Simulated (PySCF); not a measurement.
Isomers of C4H14Si4, from PySCF 2.14.0, PBE0-D3(BJ)/def2-SVP geometry optimisation, gas phase. One conformer each, no zero-point energy, no frequencies.

**Question.** Which is lowest in electronic energy at this level?
A. `[CH2:1]1[CH2:2][CH:3]([SiH:4]2[SiH2:5][SiH2:6][SiH2:7]2)[CH2:8]1` with C2–C3–Si4–Si5 -158°, C8–C1–C2–C3 -19°, C1–C2–C3–Si4 142°, C3–Si4–Si5–Si6 90°, Si4–Si5–Si6–Si7 21°: A = 1472, B = 666.4, C = 634.2 MHz, dipole 1.32 D
B. `[CH2:1]=[CH:2][CH2:3][Si@@H:4]1[SiH2:5][SiH2:6][Si@@H:7]1[CH3:8]` with C1–C2–C3–Si4 105°, C2–C3–Si4–Si5 -70°, C3–Si4–Si5–Si6 -82°, Si4–Si5–Si6–Si7 -26°, Si5–Si6–Si7–C8 148°, C3–Si4–Si7–Si6 82°: A = 1249, B = 710.5, C = 564.8 MHz, dipole 1.47 D
C. `[CH3:1][C:2]#[C:3][SiH2:4][Si@@H:5]([CH3:6])[SiH2:7][SiH3:8]` with C3–Si4–Si5–C6 0°, Si4–Si5–Si7–Si8 178°: A = 1965, B = 357.6, C = 329.1 MHz, dipole 2.33 D

**Answer.** B. That is `C=CC[Si@@H]1[SiH2][SiH2][Si@@H]1C`, 7.8 kcal/mol below the next.

| SMILES | mapped SMILES | E (Eh) | relative (kcal/mol) | relative (kJ/mol) | dipole (D) |
| --- | --- | --- | --- | --- | --- |
| C=CC[Si@@H]1[SiH2][SiH2][Si@@H]1C | [CH2:1]=[CH:2][CH2:3][Si@@H:4]1[SiH2:5][SiH2:6][Si@@H:7]1[CH3:8] | -1317.67437 | 0.0 | 0.0 | 1.47 |
| C1CC([SiH]2[SiH2][SiH2][SiH2]2)C1 | [CH2:1]1[CH2:2][CH:3]([SiH:4]2[SiH2:5][SiH2:6][SiH2:7]2)[CH2:8]1 | -1317.66191 | 7.8 | 32.7 | 1.32 |
| CC#C[SiH2][Si@@H](C)[SiH2][SiH3] | [CH3:1][C:2]#[C:3][SiH2:4][Si@@H:5]([CH3:6])[SiH2:7][SiH3:8] | -1317.62947 | 28.2 | 117.9 | 2.33 |

As drawn, the lowest has a four-membered ring and a C=C bond outside aromatic rings, which the highest lacks; the highest has a C≡C bond, which the lowest lacks.
